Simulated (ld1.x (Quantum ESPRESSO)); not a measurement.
# Logarithmic derivatives: P, ultrasoft

* Element: phosphorus (P)
* Generator: ld1.x (Quantum ESPRESSO) 7.5
* Type: ultrasoft
* Functional: PBEsol
* Relativity: non-relativistic
* Frozen core: [Ne]
* Valence charge: 5
* Reference configuration: 3s1 3p4
* Partial waves: 3s (bound): rcut 1.50, rcutus 1.60 bohr; 3s channel at -0.25 Ry: rcut 1.50, rcutus 1.60 bohr; 3p (bound): rcut 1.45, rcutus 2.00 bohr; 3p channel at 3.5 Ry: rcut 1.45, rcutus 2.00 bohr
* Local potential: all-electron potential smoothed inside 1.60 bohr (lloc = -1)
* Core correction: none
* Augmentation charge: built from norm-conserving waves at rcut, not smoothed further

The phase is arctan(r·u′/u) with u = r·R(r), unwrapped; energies in Ry, scanned from -3 to 5 Ry. A pole is an energy at which the radial function vanishes at the test radius. The pseudo phase is shifted by a multiple of π to meet the all-electron one at the reference energy, and phase errors are pseudo minus all-electron; the curves can meet again beyond the range given. Levels narrower than the energy grid can be missing from the lists of poles.

```
channel  radius (bohr)  reference energy (Ry)  poles, all-electron  poles, pseudo  unbroken range about the reference energy with phases within 0.05 rad  phase error 1 Ry above the reference energy (rad)
      s           2.19                  -1.07                 0.42           0.42                                                              below 4.3                                             +0.000
      p           2.19                  -0.44                 1.43           1.42                                                        the whole range                                             -0.001
```

Phases in the s channel:

| E (Ry) | all-electron | pseudo |
| --- | --- | --- |
| -3.00 | 1.169 | 1.169 |
| -2.52 | 1.064 | 1.064 |
| -2.04 | 0.840 | 0.839 |
| -1.56 | 0.198 | 0.198 |
| -1.08 | -0.856 | -0.856 |
| -0.60 | -1.296 | -1.296 |
| -0.12 | -1.468 | -1.468 |
| 0.36 | -1.562 | -1.561 |
| 0.84 | -1.625 | -1.625 |
| 1.32 | -1.677 | -1.676 |
| 1.80 | -1.725 | -1.724 |
| 2.28 | -1.776 | -1.774 |
| 2.76 | -1.839 | -1.835 |
| 3.24 | -1.924 | -1.917 |
| 3.72 | -2.060 | -2.044 |
| 4.20 | -2.313 | -2.274 |
| 4.68 | -2.853 | -2.751 |
